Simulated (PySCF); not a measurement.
C₃H₈N₂Si, SMILES N[C@@H]1CN=C1[SiH3]. Geometry: PBE0-D3(BJ)/def2-SVP. The structure was generated by enumeration; whether it is a known compound was not checked. The values are those of a single conformer.

Computed equilibrium geometry at PBE0-D3(BJ)/def2-SVP (PySCF confirms it by a frequency run) as Cartesian coordinates in Å (one conformer of several):
```xyz
14

N     -1.5668     0.3931    -1.5107
C     -0.9092    -0.5288    -0.6350
C     -1.5782    -0.8485     0.7256
N     -0.3286    -0.4670     1.4155
C      0.2334    -0.1270     0.3025
Si     1.9495     0.6237     0.0774
H     -1.0532     0.5235    -2.3785
H     -1.6747     1.3077    -1.0769
H     -0.6607    -1.4435    -1.2001
H     -1.8981    -1.8868     0.9152
H     -2.4127    -0.1755     0.9800
H      1.8113     1.9869    -0.5240
H      2.6523     0.7159     1.3873
H      2.7349    -0.2165    -0.8784
```
Charge 0, spin multiplicity 1.
